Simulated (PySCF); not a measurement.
O2Si2, SMILES o1[si]2o[si]1=2. Geometry optimised at B3LYP-D3(BJ)/def2-SVP.

Computed equilibrium geometry at B3LYP-D3(BJ)/def2-SVP (PySCF confirms it by a frequency run) as a Z-matrix, and its point group:
point group D2h.
```
O
Si 1 1.7215
Si 1 1.7215 2 93.45
O 2 1.7215 1 86.55 3 0.00
```
Charge 0, spin multiplicity 1.
